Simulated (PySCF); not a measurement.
**How methods differ on the excitation energy of Be**

Be [He] 2s2 (1S) → Be [He] 2p2 (3P), as a difference of total energies. Calculation: PySCF 2.14, in cc-pVTZ; no relativity, point nucleus. Correlated levels: valence: 1s2 frozen. The calculations carry no spin-orbit coupling.

```tsv
method	excitation energy (cm⁻¹)
UHF	52006
LDA	48164
PBE	47963
PBE0	50250
r2SCAN	48850
BHandHLYP	54065
PBEsol	47860
TPSSh	50971
TPSS	50173
MP2 (valence)	56947
SCS-MP2 (valence)	59012
```

Errors of the correlated levels include the incompleteness of this basis and the frozen core.

The basis was made for the ground configuration and has no added diffuse functions, so the excitation energy can come out too high.

Q: Which method comes closest to the reference value, and which is furthest?

A: The reference is 59696 cm⁻¹ (measured; NIST levels, between the centres of gravity of the two terms). Closest: SCS-MP2 (valence) (error -683.65 cm⁻¹); furthest: PBEsol (error -11836 cm⁻¹).
